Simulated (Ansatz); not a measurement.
`C[O][Al]([F])[SiH3]` + H₂S → `[F][Al]([SiH3])[SH]` + CH₃OH  (ligand exchange at the Al–O bond)

Computed with Ansatz on PBE0-D4/def2-TZVP structures; ΔE is electronic, products minus reactants. CCSD(T)/CBS is the MP2 limit (def2-TZVPP, def2-QZVPP) plus CCSD(T) − MP2 in def2-TZVPP, frozen cores. This one scheme is used for every species. DFT in def2-TZVPP. One conformer a species, not always the lowest.

**Question.** Is it downhill or uphill in electronic energy at CCSD(T)/CBS, and by how much? (An estimate is asked.)

**Answer.** Ansatz gave: Uphill: ΔE = +19.2 kJ/mol.

**Question.** What do these levels give: PBE0-D4, PBE, BLYP, PBE0, r2SCANh, r2SCAN0, RPA@PBE/def2-TZVPP, CCSD/def2-SVP, SCS-MP2/def2-TZVPP, CCSD/def2-TZVPP, SCS-MP2/def2-QZVPP, CCSD/CBS(def2)? (An estimate is asked.)

**Answer.** Ansatz gave: PBE0-D4 11.7, PBE 11.4, BLYP 24.0, PBE0 11.1, r2SCANh 17.2, r2SCAN0 16.6, RPA@PBE/def2-TZVPP 24.5, CCSD/def2-SVP 27.5, SCS-MP2/def2-TZVPP 24.6, CCSD/def2-TZVPP 23.7, SCS-MP2/def2-QZVPP 23.3, CCSD/CBS(def2) 20.7 kJ/mol.

Largest T1 diagnostic among the species: 0.013.

At CCSD(T), def2-SVP lies +7.5 kJ/mol from the extrapolated value and def2-TZVPP +3.0 kJ/mol. Leaving LDA and LC-ωPBE aside and taking each functional with its dispersion term where it has one, the values, not all of them listed here, spread over 17.3 kJ/mol, from HSE06-D4 to CAM-B3LYP-D4. LDA lies +5.6 kJ/mol from PBE without D4.
